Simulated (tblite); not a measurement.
Compound: C8H10Se.
Bonds: C1–C2 (aromatic), C2–Se3 (aromatic), Se3–C4 (aromatic), C4–C5, C5–C6, C6–C7, C7–C8, C4–C9 (aromatic), C1–C9 (aromatic), C5–C8. Hydrogens: H10 on C1; H11 on C2; H12 on C5; H13, H14 on C6; H15, H16 on C7; H17, H18 on C8; H19 on C9.

Computed with GFN2-xTB (tblite), gas phase: L-BFGS steps from a force-field or distance-geometry start until the largest atomic force falls under 0.01 eV/Å.

Step 0: E = -689.2813 eV
```
atom  x, y, z in Å  |  force x, y, z in eV/Å
C1      2.8968   -0.3956   -0.3492    4.262   0.294   0.666
C2      3.0067    0.2675    0.8258   -0.264   0.188   0.479
Se3     1.2536    0.6608    1.4717   -0.066  -0.728  -1.406
C4      0.5565   -0.2464   -0.2240    0.857   0.122   0.905
C5     -0.8596   -0.4738   -0.6706    0.992   0.117  -0.995
C6     -1.7106   -0.9986    0.4423   -0.031  -1.470   1.552
C7     -2.0282    0.4352    0.8176   -1.600   0.176   1.015
C8     -1.5939    0.8491   -0.5658   -0.145   1.726  -0.734
C9      1.6819   -0.6465   -0.8579   -3.204  -1.394  -2.763
H10     3.8197   -0.7196   -0.8823   -0.726   0.253   0.414
H11     3.9647    0.5128    1.3335   -1.206  -0.115  -0.318
H12    -0.9596   -1.0093   -1.6413    0.612   0.292   0.501
H13    -2.6046   -1.5834    0.1208    0.720   0.436   0.220
H14    -1.1390   -1.5652    1.2154   -0.521   0.085  -0.479
H15    -1.3819    0.8784    1.6118   -0.707  -0.434  -0.404
H16    -3.1197    0.5269    1.0317    0.847   0.538   0.220
H17    -0.9166    1.7453   -0.5758   -0.744  -0.593  -0.307
H18    -2.4516    0.9742   -1.2706    0.789  -0.028   0.436
H19     1.5755   -1.1873   -1.8405    0.133   0.534   0.999
```

Step 1: E = -689.6456 eV
```
atom  x, y, z in Å  |  force x, y, z in eV/Å
C1      2.9576   -0.3913   -0.3397   -1.476  -0.085  -0.274
C2      3.0029    0.2702    0.8327   -0.196  -0.146  -0.141
Se3     1.2527    0.6504    1.4516   -0.173  -0.577  -1.117
C4      0.5687   -0.2447   -0.2111    0.184  -0.052   0.343
C5     -0.8454   -0.4722   -0.6849    0.066   0.575   0.661
C6     -1.7110   -1.0196    0.4644    0.107   0.365   0.029
C7     -2.0510    0.4377    0.8321   -0.068  -0.242  -0.227
C8     -1.5959    0.8738   -0.5763   -0.155  -0.113   0.381
C9      1.6361   -0.6664   -0.8973    1.730   0.337   0.635
H10     3.8093   -0.7159   -0.8764    0.672  -0.160  -0.259
H11     3.9475    0.5111    1.3289   -0.797   0.069   0.044
H12    -0.9508   -1.0051   -1.6341    0.574   0.105   0.115
H13    -2.5943   -1.5771    0.1240    0.391   0.126   0.146
H14    -1.1465   -1.5640    1.2086   -0.067  -0.331   0.164
H15    -1.3920    0.8721    1.6060   -0.589  -0.295  -0.174
H16    -3.1076    0.5345    1.0348   -0.095   0.541   0.365
H17    -0.9273    1.7368   -0.5802   -0.308   0.053  -0.261
H18    -2.4403    0.9738   -1.2644    0.338   0.094   0.039
H19     1.5774   -1.1795   -1.8262   -0.139  -0.264  -0.469
```

Step 2: E = -689.7508 eV
```
atom  x, y, z in Å  |  force x, y, z in eV/Å
C1      2.9465   -0.3919   -0.3419   -0.334  -0.192  -0.394
C2      3.0001    0.2688    0.8317   -0.365  -0.136  -0.155
Se3     1.2505    0.6422    1.4358   -0.229  -0.460  -0.891
C4      0.5723   -0.2451   -0.2055    0.426  -0.110   0.135
C5     -0.8431   -0.4650   -0.6784    0.139   0.321   0.443
C6     -1.7097   -1.0175    0.4673    0.149   0.311   0.017
C7     -2.0544    0.4350    0.8310   -0.097  -0.134  -0.162
C8     -1.5980    0.8751   -0.5728   -0.085  -0.140   0.367
C9      1.6521   -0.6646   -0.8940    0.696   0.121   0.216
H10     3.8164   -0.7175   -0.8789    0.263  -0.012  -0.018
H11     3.9359    0.5118    1.3289   -0.627   0.095   0.107
H12    -0.9429   -1.0034   -1.6320    0.563   0.190   0.245
H13    -2.5884   -1.5749    0.1261    0.301   0.068   0.089
H14    -1.1481   -1.5679    1.2098   -0.057  -0.288   0.173
H15    -1.4003    0.8678    1.6033   -0.476  -0.231  -0.076
H16    -3.1074    0.5419    1.0396   -0.161   0.489   0.338
H17    -0.9322    1.7365   -0.5839   -0.246   0.141  -0.207
H18    -2.4350    0.9749   -1.2632    0.217   0.077  -0.038
H19     1.5760   -1.1819   -1.8303   -0.075  -0.108  -0.188
```

Step 3: E = -689.8973 eV
```
atom  x, y, z in Å  |  force x, y, z in eV/Å
C1      2.9384   -0.3986   -0.3564    1.124  -0.017   0.031
C2      2.9835    0.2631    0.8266   -0.402  -0.254  -0.426
Se3     1.2400    0.6162    1.3855   -0.298  -0.027  -0.061
C4      0.5938   -0.2492   -0.1931    0.088  -0.137  -0.267
C5     -0.8329   -0.4469   -0.6598    0.403  -0.183   0.058
C6     -1.7033   -1.0088    0.4750    0.203  -0.031   0.059
C7     -2.0657    0.4284    0.8272   -0.276   0.144   0.118
C8     -1.6034    0.8764   -0.5587    0.119  -0.042   0.073
C9      1.6808   -0.6629   -0.8919   -0.702  -0.448  -0.799
H10     3.8295   -0.7184   -0.8802    0.012   0.064   0.096
H11     3.8994    0.5155    1.3320   -0.318   0.144   0.231
H12    -0.9136   -0.9940   -1.6195    0.474   0.304   0.405
H13    -2.5702   -1.5692    0.1318    0.102  -0.060  -0.069
H14    -1.1532   -1.5815    1.2158   -0.063  -0.098   0.146
H15    -1.4269    0.8544    1.5970   -0.123  -0.023   0.228
H16    -3.1106    0.5678    1.0567   -0.236   0.299   0.210
H17    -0.9476    1.7397   -0.5955   -0.124   0.288  -0.028
H18    -2.4201    0.9786   -1.2624   -0.017  -0.012  -0.160
H19     1.5724   -1.1861   -1.8375    0.032   0.089   0.158
```

**Question.** Estimate the geometry and energy of step 4. (The exact step hangs on the optimiser's Hessian estimate; all steps are aligned on step 3, rigid shifts and turns removed.)

**Answer.** E = -689.9564 eV, largest force 0.963 eV/Å
```
atom  x, y, z in Å  |  force x, y, z in eV/Å
C1      2.9463   -0.4006   -0.3605    0.863  -0.237  -0.356
C2      2.9710    0.2563    0.8174   -0.155  -0.047  -0.073
Se3     1.2309    0.6039    1.3615   -0.272   0.187   0.348
C4      0.6023   -0.2527   -0.1907    0.183  -0.255  -0.605
C5     -0.8220   -0.4405   -0.6496    0.263  -0.246  -0.003
C6     -1.6975   -1.0058    0.4798    0.107  -0.099   0.058
C7     -2.0754    0.4274    0.8274   -0.192   0.174   0.165
C8     -1.6041    0.8770   -0.5517    0.149  -0.012  -0.066
C9      1.6881   -0.6686   -0.9023   -0.736  -0.262  -0.437
H10     3.8384   -0.7188   -0.8810    0.046   0.062   0.091
H11     3.8771    0.5192    1.3366   -0.308   0.127   0.210
H12    -0.8931   -0.9855   -1.6083    0.390   0.258   0.334
H13    -2.5600   -1.5673    0.1335    0.047  -0.106  -0.140
H14    -1.1566   -1.5891    1.2205   -0.042  -0.012   0.158
H15    -1.4411    0.8478    1.5974    0.017   0.073   0.342
H16    -3.1152    0.5842    1.0677   -0.271   0.187   0.129
H17    -0.9569    1.7450   -0.6013   -0.072   0.315   0.067
H18    -2.4130    0.9800   -1.2640   -0.055  -0.079  -0.166
H19     1.5710   -1.1875   -1.8398    0.037  -0.029  -0.056
```

The energy changes by -0.0591 eV. The first-order estimate −F·Δx gives -0.0791 eV and the mean of the old and new forces, exact on a quadratic surface, -0.0589 eV. The step makes an angle of 56° with the force vector and moves no atom by more than 0.028 Å.

Run on x86-64 server, one thread, no GPU (shared host).
